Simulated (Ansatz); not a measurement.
Calculated with Ansatz (gas phase, PBE0-D4/def2-TZVP geometries, no zero-point term in ΔE). CBS: MP2 limit from def2 TZ/QZ plus the TZ coupled-cluster correction, frozen cores. This one scheme is used for every species. Functionals use def2-TZVPP. One conformer a species, not always the lowest.

`N[SiH](O)F` + `N[SiH](S)Cl` → `N[Si@H](F)S[Si@@H](N)Cl` + H₂O  (ligand exchange at the Si–O bond)

| species | r2SCAN energy (Eh) |
| --- | --- |
| `N[SiH](O)F` | -521.86090 |
| `N[SiH](S)Cl` | -1205.11400 |
| `N[Si@H](F)S[Si@@H](N)Cl` | -1650.53263 |
| H₂O | -76.42320 |

**Question.** Work out ΔE.

**Answer.** ΔE = (-1650.53263) + (-76.42320) − (-521.86090) − (-1205.11400) = 0.01907 Eh = +50.1 kJ/mol. CCSD(T)/CBS gives +45.8 kJ/mol.

Largest T1 diagnostic among the species: 0.011.

In def2-TZVPP, CCSD(T) changes the Hartree–Fock value by −22.1 kJ/mol (the triples alone add −4.5 kJ/mol) and MP2 by −27.2 kJ/mol. The D4 term adds −17.6 kJ/mol with B3LYP and −10.2 kJ/mol with PBE0; it sums over pairs of atoms, weighted by their polarisabilities, and B3LYP, whose exchange is more repulsive, gets the larger term.

B3LYP here is the variant with VWN-RPA as its local correlation; programs differ in this.
